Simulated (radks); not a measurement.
Spherical quantum dot in the effective-mass picture: electrons in a parabolic well V = omega^2 r^2 / 2 with omega = 1.23, with a point charge +1 (a donor) at the centre, all in effective atomic units (hartree* = m*/eps^2 hartree, bohr* = eps/m* bohr), one dielectric constant everywhere. Calculated with a radial shooting solver with Libxc functionals: non-relativistic Kohn-Sham, LDA (Slater exchange, Perdew-Wang correlation), spin-polarised, spherical densities. Levels are named by radial order and angular momentum (1s, 1p, 1d, 2s, ...), and open shells are averaged over m.

N = 21, configuration 1s2 1p6 1d10 2s2 1f(up 1, down 0). This is the lowest configuration that the search found. Occupied and some empty levels:

level,occupation,eigenvalue (hartree*),<r> (bohr*)
1s up,1,11.589,1.250
1s down,1,11.594,1.245
1p up,3,12.367,1.804
1p down,3,12.379,1.800
2s up,1,12.934,1.788
2s down,1,12.946,1.790
1d up,5,13.067,2.094
1d down,5,13.081,2.092
1f up,1,13.815,2.311
1f down,0,13.831,2.310
2p up,0,13.958,2.033
2p down,0,13.968,2.035
1g up,0,14.617,2.492
1g down,0,14.633,2.492
2d up,0,14.858,2.268
2d down,0,14.868,2.269

Energy (hartree*): total 168.174, kinetic 24.780, external 51.076, Hartree 102.99, exchange-correlation -10.669.

Electron density:

r (bohr*),n(r) (e/bohr*^3)
0.283,0.9614
0.587,0.5384
0.891,0.3643
1.20,0.3288
1.50,0.3341
1.80,0.3103
2.11,0.2382
2.41,0.1448
2.71,0.06802
3.02,0.02438
3.32,0.006622
3.63,0.001363
3.93,0.0002137
